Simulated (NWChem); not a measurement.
## Atomisation of iodine monochloride (ClI)

SMILES: ICl
```xyz
2

Cl     0.0000     0.0000     1.7843
I      0.0000     0.0000    -0.5723
```
Charge 0, spin multiplicity 1.

The numbers come from NWChem runs, not from measurements. Structure: optimised with PBE0/def2-SVP with def2 effective core potentials on I, a minimum by its harmonic frequencies.

Basis set: def2-TZVP. The atomisation energy is electronic alone: no zero-point, thermal, spin-orbit or counterpoise terms. No value is extrapolated to the basis-set limit. Free atoms are single determinants with multiplicities Cl 2, I 2.

Effective core potentials replace the inner electrons of I; spin-orbit coupling is left out. B3LYP has NWChem's definition, with VWN1-RPA local correlation. The stability of the SCF solutions was not checked. Open-shell Hartree-Fock references start from PBE0 orbitals.

Task: One of these methods gave an atomisation energy of 18.5 kcal/mol. Which?
A) B3LYP
B) M06-2X
C) PBE
D) HF

Result: D, HF. The others give 60.6 (PBE), 52.0 (B3LYP), 48.4 (M06-2X).
